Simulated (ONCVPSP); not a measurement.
An all-electron radial function and its pseudo partner (chromium)

Columns: radius, all-electron u(r) and pseudo u(r) of the 3d shell (level -9.84 eV) of chromium in the configuration [Ne] 3s2 3p6 3d5; PBEsol, scalar-relativistic, ONCV scheme, ONCVPSP 4.0.1.

```tsv
r (bohr)	all-electron	pseudo
0.057	0.0117	0.0021
0.115	0.0634	0.0167
0.172	0.1475	0.0528
0.230	0.2507	0.1165
0.288	0.3574	0.2070
0.345	0.4566	0.3161
0.402	0.5449	0.4358
0.460	0.6215	0.5572
0.518	0.6840	0.6671
0.575	0.7321	0.7552
0.632	0.7679	0.8184
0.690	0.7931	0.8559
0.747	0.8084	0.8685
0.805	0.8159	0.8628
0.862	0.8168	0.8461
0.920	0.8124	0.8255
0.977	0.8039	0.8072
1.035	0.7921	0.7922
1.092	0.7780	0.7781
1.150	0.7619	0.7619
1.208	0.7443	0.7444
1.265	0.7262	0.7262
1.322	0.7074	0.7074
1.380	0.6880	0.6880
1.438	0.6683	0.6683
1.495	0.6490	0.6490
```

Problem. How many radial nodes do the two functions have?

Solution. The all-electron 3d function has n − l − 1 = 0; the pseudo-wave has 0.

Problem. At about which radius was the pseudo-wave matched?

Solution. 1.05 bohr, where the columns begin to agree (steps of 0.06 bohr).

Problem. Where does each function peak?

Solution. Outermost all-electron maximum near 0.86 bohr, pseudo maximum near 0.75 bohr (to the table’s step).

Problem. Is the pseudo-wave norm-conserving?

Solution. Yes: the ONCV scheme keeps the norm inside the radius equal to the all-electron one, which fixes the energy derivative of the logarithmic derivative at the level.
